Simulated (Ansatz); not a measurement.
Species: ZnH$_{2}$, charge 0, multiplicity 3. The spin state was set by rule; other spins were not relaxed. 
Coordinates optimised at B3LYP-D3(BJ)/def2-TZVP (Ansatz, a first-principles code):
```xyz
3

Zn     0.0806     0.0154     0.0405
H     -1.0527    -1.1408    -0.5737
H     -1.3662     0.6779    -0.6424
```
Charge 0, spin multiplicity 3.

Basis-set convergence of Hartree-Fock and MP2 correlation energies (hartree) with Ansatz. Correlated levels leave the core frozen unless marked. Open shells are spin-unrestricted. No spin-orbit coupling. The frozen core is the preceding noble-gas configuration, with the filled d and f shells of earlier blocks. Non-relativistic.

| basis | functions | E(HF) | E(corr, MP2) |
|---|---|---|---|
| def2-SVPD | 50 | -1778.59014 | -0.30861 |
| def2-TZVPPD | 101 | -1778.83294 | -0.50469 |
| def2-QZVPPD | 166 | -1778.87442 | -0.53894 |

Extrapolating the two largest sets (X = 3 and 4) as X^-3: E(corr) = (64·(-0.53894) - 27·(-0.50469))/37 = -0.5639 Eh, an estimate of the basis-set limit. The largest set recovers 95.6 % of it, the smallest 54.7 %.
